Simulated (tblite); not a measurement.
Input of a run (GFN2-xTB geometry optimisation, gas phase (tblite 0.8.0)), started from a force field or distance geometry:
```
{"job": {"kind": "relax", "xc": "GFN2-xTB", "basis": "xTB"}, "charge": 0, "multiplicity": 1}
F     -2.581900     0.378700    -0.624700
C     -1.501300    -0.312200    -0.234700
F     -1.361500    -1.363800    -1.076800
F     -1.791700    -0.827600     0.983300
Si    -0.021100     0.728500    -0.183400
C      1.426900    -0.244200     0.347800
Cl     1.196500    -0.878500     1.991400
Cl     1.763900    -1.578800    -0.770500
Cl     2.869100     0.833000     0.368500
H      0.229500     1.350800    -1.528500
H     -0.223000     1.916900     0.701800
```

Output (eV, eV/Å):
```
step      E/eV     max force
  0    -948.35863    4.489
  1    -948.64356    1.345
  2    -948.69590    0.533
  3    -948.72465    0.549
  4    -948.74761    0.326
  5    -948.75632    0.235
  6    -948.76101    0.170
  7    -948.76493    0.179
  8    -948.76890    0.196
  9    -948.77216    0.145
 10    -948.77414    0.104
 11    -948.77533    0.133
 12    -948.77656    0.155
 13    -948.77787    0.129
 14    -948.77873    0.071
 15    -948.77908    0.052
 16    -948.77925    0.051
 17    -948.77942    0.046
 18    -948.77964    0.065
 19    -948.77992    0.085
 20    -948.78020    0.074
 21    -948.78041    0.042
 22    -948.78053    0.027
 23    -948.78060    0.031
 24    -948.78067    0.032
 25    -948.78076    0.028
 26    -948.78086    0.027
 27    -948.78091    0.022
 28    -948.78095    0.021
 29    -948.78099    0.021
 30    -948.78105    0.035
 31    -948.78114    0.038
 32    -948.78121    0.023
 33    -948.78123    0.012
 34    -948.78124    0.012
 35    -948.78126    0.011
 36    -948.78128    0.016
 37    -948.78131    0.017
 38    -948.78135    0.018
 39    -948.78138    0.014
 40    -948.78139    0.009
```

Q: Summarise the run.

A: The energy falls by 40.8 kJ/mol over 40 L-BFGS steps, the largest force on an atom goes from 4.49 to 0.009 eV/Å, and the atoms move by 0.091 Å rms after alignment. The bond that changes most is C2–Si5 (CF3 carbon to SiH2 silicon), which lengthens by 0.144 Å. Bonds longer at the end by more than 0.005 Å: 3 of 10; shorter: 5. Among the angles that change most is H10–Si5–H11, from 102.9° to 119.3°. The energy never rose by more than 1e-5 eV on the way. The first step brought 67 % of the lowering.

Q: What are the final bond lengths?

A: F1–C2 1.349 Å, C2–F3 1.342 Å, C2–F4 1.342 Å, C2–Si5 1.954 Å, Si5–C6 1.932 Å, C6–Cl7 1.776 Å, C6–Cl8 1.776 Å, C6–Cl9 1.776 Å, Si5–H10 1.457 Å, Si5–H11 1.457 Å. Numbering counts from 1 in the input's order; the species is `FC(F)(F)[SiH2]C(Cl)(Cl)Cl`.

Its lowest GFN2-xTB frequency is 5 cm⁻¹, too small to tell a flat minimum from a shallow saddle. 2 starts were optimised and ended at 0.00 and 0.03 kcal/mol (GFN2-xTB); the lowest of these is shown.

Conformer computed: `[F:1][C:2]([F:3])([F:4])[SiH2:5][C:6]([Cl:7])([Cl:8])[Cl:9]`: F1–C2–Si5–C6 180°, C2–Si5–C6–Cl7 -61°.
